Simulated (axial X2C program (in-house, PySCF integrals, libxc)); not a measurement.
# Bond lengths and stretching modes, held linear, of NSeO²⁺

Computed with an axial X2C code built on PySCF integrals: two-component X2C with atomic mean-field Coulomb and Gaunt terms, Gaussian nuclei, basis N dyall-av3z, Se dyall-v3z, O dyall-av3z with contracted cores. Spin-free rows use the one-electron spin-free X2C Hamiltonian.

Masses N 14.003, Se 79.917, O 15.995 u. States: 2c Ω = 3/2 (beyond evenly filled blocks: ω = 3/2); spin-free M_S = 1/2, Λ = 1 (beyond evenly filled blocks: π+α, π+β, π-α).

B3LYP, spin-free: energies above the lowest point

| r(N–Se) (Å) | r(Se–O) (Å) | E (meV) |
| --- | --- | --- |
| 1.7277 | 1.5366 | 88.04 |
| 1.7277 | 1.5760 | 14.38 |
| 1.7277 | 1.6154 | 9.02 |
| 1.7720 | 1.5366 | 64.80 |
| 1.7720 | 1.5760 | 0.00 |
| 1.7720 | 1.6154 | 5.61 |
| 1.7720 | 1.6548 | 60.00 |
| 1.8163 | 1.5366 | 62.17 |
| 1.8163 | 1.5760 | 3.60 |
| 1.8163 | 1.6154 | 17.41 |
| 1.8606 | 1.5760 | 16.18 |
| 1.8606 | 1.6548 | 108.27 |

Fit a quadratic surface with cubic terms in each bond: where is the minimum, and what are the two stretching wavenumbers?

At B3LYP, spin-free: bonds 1.771 and 1.592 Å; harmonic stretches 442.9 and 891.7 cm⁻¹; force constants 1.47, 6.39 and coupling 0.76 mdyn/Å.

The other levels and Hamiltonians give:

```
Hamiltonian  level  r(N–Se) (Å)  r(Se–O) (Å)  lower stretch (cm⁻¹)  upper stretch (cm⁻¹)
         2c   PBE0        1.763        1.579                 414.3                 925.7
         2c  B3LYP        1.798        1.588                 337.6                 915.6
  spin-free   PBE0        1.741        1.582                 475.0                 898.4
```

Each state is one determinant, the lowest of a limited PBE0 search; the stretches come from a fit to these few points and carry an uncertainty of a few per cent. Other orders of the atoms were not compared. Left out for rough or failed fits: HF 2c, MP2 2c, HF spin-free, MP2 spin-free. The levels spread by more than a fifth, so the stretches depend strongly on the method. A multiply charged ion may be only metastable. The molecule was held linear; bending was not examined, so a bent shape may lie lower. Note: functional without a current term on a determinant with orbital currents, of the molecule or an atom.
